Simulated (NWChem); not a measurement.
System meant: C4H8O; SMILES C=CCCO

NWChem input:

```
start job
memory heap 200 mb stack 900 mb global 1100 mb
geometry units angstroms noautosym nocenter noautoz
  C      0.141260     2.439645     0.349555
  C     -0.264890     1.361160    -0.342289
  C      0.420524     0.026076    -0.355082
  C     -0.459411    -1.102238     0.185176
  O      0.247204    -2.320317     0.035471
  H      1.051744     2.411861     0.971940
  H     -0.413096     3.390514     0.314922
  H     -1.185767     1.437893    -0.951452
  H      0.701679    -0.250355    -1.396346
  H      1.361991     0.060059     0.232032
  H     -1.430346    -1.108184    -0.373736
  H     -0.709962    -0.885778     1.253716
  H     -0.303096    -3.028338     0.413593
end
basis spherical
  C library def2-svp
  O library def2-svp
  H library def2-svp
end
dft
  xc m06-2x
  iterations 150
end
property
  shielding
end
task dft property
```

End of the output:

```
 Vector   23  Occ=0.000000D+00  E= 1.182393D-01
              MO Center= -6.8D-01,  6.1D-01, -5.6D-01, r^2= 7.9D+00
   Bfn.  Coefficient  Atom+Function         Bfn.  Coefficient  Atom+Function
  ----- ------------  ---------------      ----- ------------  ---------------
    82     -1.220169   8 H  s                31      1.179775   3 C  s
    17      0.967300   2 C  s                87     -0.814049   9 H  s
    77     -0.768483   7 H  s                 3      0.589361   1 C  s
    97     -0.571990  11 H  s                21     -0.529696   2 C  px
   107      0.505860  13 H  s                49     -0.410747   4 C  px

 center of mass
 --------------
 x =   0.02805304 y =  -0.06225892 z =  -0.02402284

 moments of inertia (a.u.)
 ------------------
         842.181488417863           2.264145898608           0.341892537498
           2.264145898608          89.690731912291          -4.276837838156
           0.341892537498          -4.276837838156         855.550765251375

     Multipole analysis of the density
     ---------------------------------

     L   x y z        total         alpha         beta         nuclear
     -   - - -        -----         -----         ----         -------
     0   0 0 0     -0.000000    -20.000000    -20.000000     40.000000

     1   1 0 0     -0.553067     -0.348038     -0.348038      0.143009
     1   0 1 0     -0.099108      0.127141      0.127141     -0.353390
     1   0 0 1      0.242438      0.336083      0.336083     -0.429729

     2   2 0 0    -23.523802    -31.454591    -31.454591     39.385381
     2   1 1 0      2.560301     -0.306743     -0.306743      3.173788
     2   1 0 1      0.681717     -0.337247     -0.337247      1.356210
     2   0 2 0    -21.715799   -239.088816   -239.088816    456.461832
     2   0 1 1     -1.188907     -2.096378     -2.096378      3.003849
     2   0 0 2    -23.752138    -26.595416    -26.595416     29.438695

          -----------------------------------------
          Chemical Shielding Tensors (GIAO, in ppm)
          -----------------------------------------

 ------------------------------------------------------------------------
  xm06: d2 not coded                    0
 ------------------------------------------------------------------------
 ------------------------------------------------------------------------
  current input line :
    30: task dft property
 ------------------------------------------------------------------------
 ------------------------------------------------------------------------
 This error has not yet been assigned to a category
 ------------------------------------------------------------------------
 For more information see the NWChem manual at https://nwchemgit.github.io

0: xm06: d2 not coded:Received an Error in Communication
```

Q: What is wrong, and how is it mended?

A: The run crashed. Cause: this functional's second derivatives, which shieldings need, aren't coded here; the fix takes a hybrid GGA instead. This input runs:
```
start job
memory heap 200 mb stack 900 mb global 1100 mb
geometry units angstroms noautosym nocenter noautoz
  C      0.141260     2.439645     0.349555
  C     -0.264890     1.361160    -0.342289
  C      0.420524     0.026076    -0.355082
  C     -0.459411    -1.102238     0.185176
  O      0.247204    -2.320317     0.035471
  H      1.051744     2.411861     0.971940
  H     -0.413096     3.390514     0.314922
  H     -1.185767     1.437893    -0.951452
  H      0.701679    -0.250355    -1.396346
  H      1.361991     0.060059     0.232032
  H     -1.430346    -1.108184    -0.373736
  H     -0.709962    -0.885778     1.253716
  H     -0.303096    -3.028338     0.413593
end
basis spherical
  * library def2-svp
end
dft
  xc pbe0
  iterations 150
end
property
  shielding
end
task dft property
```
It converges to -231.98317 Ha (PBE0/def2-SVP, GIAO).
